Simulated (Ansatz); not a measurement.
Stretching the B1–H2 bond in C2H7B (SMILES BCC) (multiplicity 1 held, fragments rigid). Energies count from the point at 1.195 Å.
Geometry at that point (charge 0, multiplicity 1):
```xyz
10

B     -0.745     1.010     0.739
H     -1.056     1.270     1.863
H     -1.142     1.718    -0.138
C      0.204    -0.184     0.454
C      0.382    -0.637    -0.997
H     -0.032    -1.030     1.110
H      1.170     0.176     0.857
H      0.674     0.198    -1.636
H     -0.551    -1.039    -1.398
H      1.143    -1.415    -1.094
```

Restricted levels (R-, RO-) in cc, def2 and unpolarised 6-31G sets keep to the state of the molecule at rest. Unrestricted levels (U-) break spin symmetry where that is lower. Active spaces are followed from a long bond inwards. Levels need not reach the same state.

Cores are frozen in the correlated methods.

Codes used: Ansatz (Gaussian orbitals). Each number belongs to the level named beside it.

Energies in kcal/mol.

```csv
R (Å),R-SCS-MP2/cc-pVDZ,U-SCS-MP2/cc-pVDZ,"SC-NEVPT2 on CASSCF(2,2)/cc-pVDZ","FIC-MRCISD+Q on CASSCF(2,2)/cc-pVDZ"
0.956,28.0,28.0,28.9,28.2
1.075,6.3,6.3,6.8,6.4
1.195,0.0,0.0,0.0,0.0
1.314,2.4,2.4,1.8,2.2
1.433,9.6,9.6,8.3,9.1
1.613,24.6,24.6,22.1,23.3
1.792,41.1,41.1,37.0,38.7
2.090,67.1,75.0,59.6,61.9
2.389,89.1,93.0,76.9,79.6
2.747,109.4,101.1,90.2,93.2
3.225,127.2,104.4,98.7,101.8
3.822,136.8,105.3,101.9,105.0
```

Doubts at one or more of the structures used: a restricted determinant that unrestricted orbitals would lower (R-SCS-MP2/cc-pVDZ); a spin-contaminated determinant (U-SCS-MP2/cc-pVDZ).

Ansatz is a quantum-chemistry and plane-wave program.
